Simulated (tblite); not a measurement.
Species: C3H8BBrO.
Atom-mapped SMILES: `[BH2:1][O:2][C@H:3]([CH3:4])[CH2:5][Br:6]` (hydrogens: H7, H8 on B1; H9 on C3; H10, H11, H12 on C4; H13, H14 on C5)

Computed with GFN2-xTB (tblite), gas phase: L-BFGS steps from a force-field or distance-geometry start until the largest atomic force falls under 0.01 eV/Å.

Step 3: E = -541.8272 eV
```
atom  x, y, z in Å  |  force x, y, z in eV/Å
B1      2.2203    0.1944   -0.4944    0.536  -0.410   0.830
O2      0.9900    0.6584   -0.5943   -0.904   0.182   0.804
C3     -0.0417   -0.1233    0.0104    0.182   0.176   0.186
C4     -1.0890   -0.5676   -0.9966    0.267   0.106   0.044
C5     -0.7066    0.7016    1.1309   -0.089  -0.397  -0.327
Br6    -1.9803   -0.4675    2.0450    0.210   0.222   0.003
H7      2.4037   -0.9588   -0.3182    0.072  -0.156  -0.132
H8      3.0620    0.9246   -0.1841    0.476   0.502  -0.720
H9      0.4440   -0.9814    0.5006   -0.154  -0.078  -0.167
H10    -0.6967   -0.4415   -1.9953    0.064  -0.151  -0.218
H11    -1.3390   -1.5971   -0.8069   -0.242  -0.282  -0.160
H12    -1.9589    0.0560   -0.8954   -0.478   0.099  -0.144
H13    -0.0240    1.0946    1.8745    0.208  -0.105   0.054
H14    -1.2845    1.5073    0.7016   -0.148   0.291  -0.054
```

Step 4: E = -541.9797 eV
```
atom  x, y, z in Å  |  force x, y, z in eV/Å
B1      2.2270    0.1871   -0.4014    0.028   0.265  -0.075
O2      0.9885    0.6579   -0.5304    0.101   0.276   0.357
C3     -0.0465   -0.1288    0.0049   -0.056   0.106   0.471
C4     -1.0964   -0.5667   -1.0003    0.112   0.047   0.016
C5     -0.7012    0.7005    1.1083   -0.356  -0.095   0.339
Br6    -1.9625   -0.4502    2.0449    0.000   0.061   0.085
H7      2.4053   -0.9597   -0.3405    0.187  -0.448   0.185
H8      3.0833    0.9494   -0.2520    0.330   0.325  -0.422
H9      0.4407   -0.9829    0.4890   -0.255  -0.314  -0.032
H10    -0.6941   -0.4562   -1.9919    0.078  -0.044  -0.404
H11    -1.3509   -1.6012   -0.8233   -0.196  -0.172  -0.075
H12    -1.9796    0.0530   -0.9075   -0.193  -0.002  -0.153
H13    -0.0205    1.0782    1.8743    0.125  -0.092  -0.231
H14    -1.2939    1.5192    0.7038    0.095   0.087  -0.060
```

Step 5: E = -542.0184 eV
```
atom  x, y, z in Å  |  force x, y, z in eV/Å
B1      2.2312    0.1895   -0.3698   -0.005   0.268  -0.345
O2      0.9898    0.6625   -0.5024    0.357   0.217   0.277
C3     -0.0496   -0.1295    0.0103   -0.124   0.059   0.368
C4     -1.0977   -0.5657   -1.0017    0.042  -0.004  -0.077
C5     -0.7051    0.6995    1.1065   -0.358  -0.001   0.430
Br6    -1.9564   -0.4432    2.0463   -0.121  -0.018   0.152
H7      2.4089   -0.9671   -0.3454    0.173  -0.220   0.261
H8      3.0951    0.9625   -0.2830    0.168   0.164  -0.322
H9      0.4354   -0.9887    0.4846   -0.271  -0.335   0.026
H10    -0.6921   -0.4621   -1.9968    0.037  -0.016  -0.275
H11    -1.3580   -1.6049   -0.8304   -0.129  -0.018  -0.057
H12    -1.9893    0.0516   -0.9142   -0.024  -0.064  -0.159
H13    -0.0175    1.0708    1.8702    0.109  -0.049  -0.234
H14    -1.2953    1.5243    0.7037    0.147   0.018  -0.043
```

Problem. Estimate the geometry and energy of step 6. (The exact step hangs on the optimiser's Hessian estimate; all steps are aligned on step 5, rigid shifts and turns removed.)

Solution. E = -542.0593 eV, largest force 0.558 eV/Å
```
atom  x, y, z in Å  |  force x, y, z in eV/Å
B1      2.2392    0.1958   -0.3457    0.001   0.126  -0.544
O2      0.9955    0.6720   -0.4676    0.396   0.026   0.278
C3     -0.0549   -0.1285    0.0229   -0.108  -0.017   0.098
C4     -1.0976   -0.5647   -1.0055   -0.017  -0.020  -0.135
C5     -0.7168    0.6980    1.1134   -0.195   0.042   0.301
Br6    -1.9534   -0.4369    2.0514   -0.268  -0.100   0.244
H7      2.4159   -0.9773   -0.3445    0.135   0.156   0.311
H8      3.1097    0.9785   -0.3213   -0.011  -0.019  -0.224
H9      0.4240   -1.0018    0.4808   -0.277  -0.237   0.066
H10    -0.6895   -0.4684   -2.0069   -0.006   0.008  -0.054
H11    -1.3679   -1.6086   -0.8387   -0.027   0.162  -0.045
H12    -1.9995    0.0487   -0.9246    0.160  -0.114  -0.165
H13    -0.0117    1.0628    1.8615    0.085   0.017  -0.130
H14    -1.2937    1.5300    0.7027    0.132  -0.029   0.000
```

The energy changes by -0.0408 eV. The first-order estimate −F·Δx gives -0.0590 eV and the mean of the old and new forces, exact on a quadratic surface, -0.0407 eV. The step makes an angle of 53° with the force vector and moves no atom by more than 0.044 Å.

The cost below is that of the whole relaxation. The run took 1.6 s wall on Intel Xeon at 2.50 GHz, one thread, no GPU, shared host with 64 logical CPUs at a one-minute load of 63.
